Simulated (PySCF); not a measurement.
CH2F, SMILES [CH2]F (connectivity only; charge and spin as stated), charge +1, multiplicity 1.

Geometry: PBE0-D3(BJ)/def2-TZVPD. The multiplicity is an assumed one; other spin states were not compared. The isomer is the one that the SMILES or the coordinates give; other isomers of the formula were not compared.

Method: TDA-PBE/def2-TZVPD in PySCF.

Vertical excitations. The molecule is in vacuum. State labels are in the subgroup C2v.

```tsv
state	symmetry	energy (eV)	λ (nm)	f	main pairs
S1	A2	5.07	245	0.000	HOMO→LUMO 100 %
S2	A2	9.86	126	0.000	HOMO−3→LUMO 100 %
S3	B1	10.21	121	0.015	HOMO−2→LUMO 98 %
S4	A1	11.53	108	0.137	HOMO−1→LUMO 88 %
S5	B2	12.16	102	0.057	HOMO→LUMO+1 96 %
S6	B2	12.65	98	0.089	HOMO→LUMO+2 96 %
S7	A1	13.95	89	0.092	HOMO→LUMO+3 94 %
S8	B2	14.75	84	0.064	HOMO→LUMO+4 95 %
S9	A2	14.91	83	0.000	HOMO→LUMO+5 100 %
S10	B1	14.93	83	0.084	HOMO−4→LUMO 84 %
T1	A2	4.27	290	0	HOMO→LUMO 100 %
T2	A1	7.62	163	0	HOMO−1→LUMO 100 %
T3	B1	8.72	142	0	HOMO−2→LUMO 99 %
T4	A2	9.05	137	0	HOMO−3→LUMO 100 %
```
Triplets are in the Tamm–Dancoff approximation.
